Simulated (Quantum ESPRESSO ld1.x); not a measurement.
Values are calculated unless marked as measured or tabulated.
Zr, 40 electrons, occupied as [Kr] 4d2 5s2 (the NIST ground configuration).

Code: ld1.x of Quantum ESPRESSO 7.5. Model: scalar-relativistic Kohn-Sham, LDA (Slater exchange, Perdew-Wang correlation), spin-polarised, spherical densities, point nucleus; open shells are filled with parallel spins first.

Energy parts (hartree):
| part | energy |
|---|---|
| total | -3594.6166 |
| kinetic | 3694.9337 |
| electron-nucleus | -8659.5286 |
| Hartree | 1479.9129 |
| exchange-correlation | -109.9345 |

Orbitals (lengths in bohr, moments of r in powers of bohr; <r^-3> diverges for s and p1/2; r(max) is where P^2 peaks):
orbital  occ.  eigenvalue (hartree)      <r>   <1/r>  <r^-3>  r(max)
1s down     1             -654.1001  0.03711   41.21       -   0.024
1s up       1             -654.1000  0.03711   41.21       -   0.024
2s up       1              -90.6501   0.1628   9.237       -   0.137
2s down     1              -90.6450   0.1628   9.238       -   0.137
2p up       3              -80.9019   0.1418   9.008    2151   0.110
2p down     3              -80.8979   0.1418   9.008    2151   0.110
3s up       1              -14.8300   0.4594   3.135       -   0.408
3s down     1              -14.8262   0.4594   3.135       -   0.408
3p up       3              -11.6551   0.4628   2.979   346.3   0.401
3p down     3              -11.6510   0.4628   2.979   346.3   0.401
3d up       5               -6.4266   0.4529   2.739   45.06   0.347
3d down     5               -6.4210   0.4528   2.740   45.07   0.347
4s up       1               -2.0147    1.214   1.118       -    1.07
4s down     1               -1.9824    1.210   1.123       -    1.07
4p up       3               -1.2079    1.372  0.9774   45.55    1.18
4p down     3               -1.1714    1.366  0.9822   46.12    1.17
5s up       1               -0.1778    3.636  0.3532       -    3.09
5s down     1               -0.1557    3.792  0.3371       -    3.19
4d up       2               -0.1524    2.263  0.6017   2.435    1.61
4d down     0               -0.1144    2.365  0.5863   2.341    1.61

The highest occupied level is 4d up at -4.146 eV. For comparison, the ionisation energy in NIST's Atomic Spectra Database is 6.634 eV (measured). In exact Kohn-Sham theory the highest level is minus the ionisation energy, but local and semilocal functionals leave it too shallow, through self-interaction and a potential that decays too fast; potentials with the right tail come closer. The density falls to 0.001 e/bohr^3 at r = 5.06 bohr. Summed over all electrons, <r^2> = 65.21 bohr^2, which gives a Langevin (diamagnetic) susceptibility term of -51.7 x 10^-6 cm^3/mol. Spin moment in Bohr magnetons: 2.
